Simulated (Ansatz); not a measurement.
Reaction (cleavage of the Ge–Ge bond): `[Cl][GeH2][GeH2][Cl]` + HCl → `[Cl][GeH2][Cl]` + `[Cl][GeH3]`

Isolated molecules relaxed with PBE0-D4/def2-TZVP in Ansatz; ΔE leaves out vibrations. CCSD(T)/CBS is the MP2 limit (def2-TZVPP, def2-QZVPP) plus CCSD(T) − MP2 in def2-TZVPP, frozen cores. This one scheme is used for every species. DFT in def2-TZVPP. For Ge outer-core shells are correlated without core-valence functions, which leaves a few kJ/mol of doubt a bond. Scalar relativity is left out up to krypton. Each species was taken in one conformer, which may not be the lowest.

```csv
species,ωB97X-V energy (Eh)
`[Cl][GeH2][GeH2][Cl]`,-5076.41465
HCl,-460.74877
`[Cl][GeH2][Cl]`,-2998.38854
`[Cl][GeH3]`,-2538.79238
```

Q: Work out ΔE.

A: ΔE = (-2998.38854) + (-2538.79238) − (-5076.41465) − (-460.74877) = -0.01750 Eh = -45.9 kJ/mol. CCSD(T)/CBS gives -38.9 kJ/mol.

Largest T1 diagnostic among the species: 0.010.

From PBE to PBE0 (25 % exact exchange), in def2-TZVPP and without D4, ΔE moves by −4.2 kJ/mol. The D4 term adds +5.0 kJ/mol with B3LYP and +3.1 kJ/mol with PBE0; it sums over pairs of atoms, weighted by their polarisabilities, and B3LYP, whose exchange is more repulsive, gets the larger term. In def2-TZVPP, CCSD(T) changes the Hartree–Fock value by +22.8 kJ/mol (the triples alone add +1.3 kJ/mol) and MP2 by +20.1 kJ/mol.

B3LYP here is the variant with VWN-RPA as its local correlation; programs differ in this.
